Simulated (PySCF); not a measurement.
SMILES OB(O)Cc1cccs1 (C5H7BO2S), GFN2-xTB optimised geometry.

```
16

O     -0.60    -1.85    -0.02
B      0.05    -0.67     0.00
O      1.41    -0.67     0.00
C     -0.83     0.68     0.00
C     -0.24     1.77     0.83
C     -0.63     2.21     2.05
C      0.19     3.23     2.58
C      1.21     3.55     1.75
S      1.18     2.62     0.30
H     -0.02    -2.62    -0.03
H      1.84     0.19     0.02
H     -1.84     0.46     0.36
H     -0.92     1.02    -1.03
H     -1.49     1.82     2.57
H      0.03     3.70     3.53
H      1.99     4.28     1.88
```

Density from PySCF with PBE0/def2-TZVP at that geometry.

Minimum of the electron density along straight lines between bonded atoms, close to the bond critical point (lines longer than 1.1 times the sum of covalent radii, or with two minima, are not listed):

```csv
bond,length / Å,ρ at the minimum / e bohr⁻³,∇²ρ there / e bohr⁻⁵,position (fraction from the first atom)
O1–B2,1.346,0.218,1.02,0.67
B2–O3,1.354,0.213,0.97,0.33
B2–C4,1.617,___,-0.36,0.33
C4–C5,1.486,0.261,-0.68,0.48
C5–C6,1.359,0.334,-0.98,0.52
C6–C7,1.416,0.302,-0.86,0.50
C7–C8,1.353,0.336,-1.00,0.49
C5–S9,1.743,0.209,___,0.47
C8–S9,1.725,0.214,___,0.47
O1–H10,0.958,0.362,-2.51,0.81
O3–H11,0.959,0.359,-2.51,0.81
C4–H12,1.089,0.277,-0.94,0.64
C4–H13,1.093,0.272,-0.90,0.64
C6–H14,1.075,0.288,-1.03,0.65
C7–H15,1.075,0.289,-1.04,0.65
C8–H16,1.071,0.291,-1.05,0.65
```

Q: Complete the blanks.

A: 
- B2–C4, ρ at the minimum / e bohr⁻³: 0.176
- C5–S9, ∇²ρ there / e bohr⁻⁵: -0.40
- C8–S9, ∇²ρ there / e bohr⁻⁵: -0.44
